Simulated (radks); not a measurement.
Values are calculated unless marked as measured or tabulated.
Question: Eu4+, configuration [Xe] 4f5 (the NIST ground configuration). Code: a radial shooting solver on a logarithmic mesh with Libxc functionals. Model: scalar-relativistic Kohn-Sham, PBE, spin-unpolarised, spherical densities, finite nucleus; Fermi nuclear charge, rms radius 5.1115 fm. Some entries of the table are withheld. Estimate them.

| orbital | occ. | eigenvalue (eV) | r(max) (bohr) | <1/r> (bohr^-1) |
|---|---|---|---|---|
| 1s | 2 | -48414.67 | 0.01420 | 70.22 |
| 2s | 2 | -7995.185 | 0.08056 | 16.27 |
| 2p | 6 | (1) | 0.06513 | 15.23 |
| 3s | 2 | -1802.501 | 0.2289 | (2) |
| 3p | 6 | (3) | 0.2245 | 5.613 |
| 3d | 10 | -1172.648 | 0.1839 | 5.326 |
| 4s | 2 | -400.4890 | 0.5267 | 2.515 |
| 4p | 6 | -311.4920 | 0.5493 | 2.317 |
| 4d | 10 | -187.3634 | 0.5708 | 2.045 |
| 5s | 2 | -89.1071 | 1.203 | 1.008 |
| 5p | 6 | -66.0497 | 1.344 | (4) |
| 4f | 5 | -52.7684 | 0.5762 | 1.548 |

Answer: 
(1) 2p eigenvalue (eV): -7129.586
(2) 3s <1/r> (bohr^-1): 5.963
(3) 3p eigenvalue (eV): -1533.071
(4) 5p <1/r> (bohr^-1): 0.8745
